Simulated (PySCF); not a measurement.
Oxygen: a sound run and one with changed settings

Sound run: O⁺ [He] 2s2 2p3, O²⁺ [He] 2s2 2p2. Calculation: PySCF 2.14, in x2c-TZVPall; scalar relativity by spin-free X2C-1e. In the sound run the correlated levels freeze 1s2. The sound run starts from symmetry-adapted Hartree-Fock orbitals and uses a fine grid where one is needed.

Changed run: all electrons correlated in a basis built for the valence shell.

```csv
species,method,sound run (hartree),changed run (hartree),converged
O⁺,MP2,-74.52274,-74.54041,yes
O⁺,CCSD(T),-74.53957,-74.55780,yes
O²⁺,MP2,-73.22951,-73.24665,yes
O²⁺,CCSD(T),-73.25258,-73.27021,yes
```

Ionisation energy of O⁺:

| method | sound run (eV) | changed run (eV) |
| --- | --- | --- |
| UHF | 34.573 | 34.573 |
| MP2 | 35.191 | 35.205 |
| SCS-MP2 | 34.939 | 34.949 |
| CCSD | 35.014 | 35.031 |
| CCSD(T) | 35.021 | 35.037 |

A valence basis has no tight correlating functions, so it recovers only part of the core correlation, and not evenly between atom and ion.

For comparison, NIST gives 35.121 eV between the lowest levels.
